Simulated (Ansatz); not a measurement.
```yaml
crystal:
  periodic: [false, false, false]
  atoms:
    - {symbol: C, position_ang: [-1.945031, 0.805535, 0.541275]}
    - {symbol: Al, position_ang: [-0.262729, -0.336041, 1.886390]}
    - {symbol: Se, position_ang: [2.220432, -1.227890, 0.709032]}
    - {symbol: C, position_ang: [1.872966, -0.535444, -1.620934]}
    - {symbol: H, position_ang: [-1.727936, 2.157698, 0.559832]}
    - {symbol: H, position_ang: [-1.930923, 0.411908, -0.766498]}
    - {symbol: H, position_ang: [-3.200933, 0.595974, 1.038286]}
    - {symbol: H, position_ang: [-0.445188, -0.693992, 3.826125]}
    - {symbol: H, position_ang: [1.459714, 0.757670, -1.681974]}
    - {symbol: H, position_ang: [3.075666, -0.656002, -2.244932]}
    - {symbol: H, position_ang: [0.965837, -1.350793, -2.220979]}
basis:
  gaussian: {orbitals: STO-3G, nuclear_model: gaussian}
hamiltonian: {xc: {name: TPSS}, dispersion: d3bjatm}
accuracy: high
output: {forces: true}
```

```sh
$ ansatz run in.yaml --threads 4 --pin off --events-out ev --progress --plain --max-ram 10444MiB
```

Shortened log:

```
Error: YAML parse error: error: line 17 column 19: hamiltonian.xc: no functional is named "TPSS"; the names, which are not case-sensitive, are SVWN5, SPW92, PBE, PBE0, PBEsol, revPBE, revPBE0, RPBE, rPW86-PBE, HSE06, wPBEh, LC-wPBE, HISS, HF, BLYP, B3LYP, B3LYP5, BHLYP, CAM-B3LYP, r2SCAN, r2SCANh, r2SCAN0, r2SCAN50, m-r2SCAN, B97, wB97, wB97X, wB97X-V, B97M-V, wB97M-V, B2PLYP, B2GP-PLYP, PBE0-DH, PBE-QIDH
15 | basis:
16 |   gaussian: {orbitals: STO-3G, nuclear_model: gaussian}
17 | hamiltonian: {xc: {name: TPSS}, dispersion: d3bjatm}
18 | accuracy: high
19 | output: {forces: true}
```

In this input the method's name isn't one that the program takes here. The program refused the input.
